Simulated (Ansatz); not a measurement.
B(NH3)Cl3 (BNCl3H3), relaxed as a singlet with RKS PBE0-D4/def2-SVP in Ansatz, starting from the GFN2-xTB geometry. Force threshold 0.02 eV/Å.

Start:

```xyz
8

B     0.668    0.151   -0.382
N    -0.741   -0.168    0.425
H    -1.525   -0.110   -0.227
H    -0.866    0.518    1.171
H    -0.697   -1.107    0.826
Cl    1.958    0.058    0.901
Cl    0.426    1.820   -1.072
Cl    0.777   -1.163   -1.640
```

```csv
step,energy (eV),largest force component (eV/Å),SCF passes
1,-39759.6193,0.565,23
2,-39759.6245,0.351,23
3,-39759.6281,0.042,29
4,-39759.6282,0.002,23
```

Force components are those of the run's own axes.

End:

```xyz
8

B     0.652    0.148   -0.374
N    -0.726   -0.164    0.416
H    -1.517   -0.125   -0.231
H    -0.869    0.527    1.157
H    -0.686   -1.097    0.835
Cl    1.955    0.049    0.905
Cl    0.424    1.825   -1.064
Cl    0.767   -1.162   -1.645
```

By distances, no bond broke or formed. The bond that changes most is B1–N2, from 1.65 to 1.62 Å (atoms count from 1).

No frequencies were taken in this run, so the end may be a saddle point.

It took 6.5 s on 4 threads of Arm Neoverse V1 on a shared host.
